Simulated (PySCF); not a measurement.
## Ca: ionisation energy

Ca [Ar] 4s2 (1S) → Ca⁺ [Ar] 4s1 (2S), as a difference of total energies. All numbers are calculated (PySCF 2.14, the spin-free X2C one-electron Hamiltonian (Gaussian nucleus), in x2c-QZVPPall with one added diffuse shell each of s, p, d, f type (12s8p5d4f, 89 functions)). Correlated levels: valence and next inner shell: [Ne] frozen. The calculations carry no spin-orbit coupling.

| method | ionisation energy (eV) | error (eV) |
| --- | --- | --- |
| UHF | 5.136 | -0.977 |
| MP2 (valence and next inner shell) | 5.967 | -0.146 |
| SCS-MP2 (valence and next inner shell) | 6.021 | -0.092 |
| CCSD (valence and next inner shell) | 6.022 | -0.091 |
| CCSD(T) (valence and next inner shell) | 6.087 | -0.026 |

Reference: 6.113 eV (measured; NIST Atomic Spectra Database, ionization energies).

Errors of the correlated levels include the incompleteness of this basis and the frozen core.
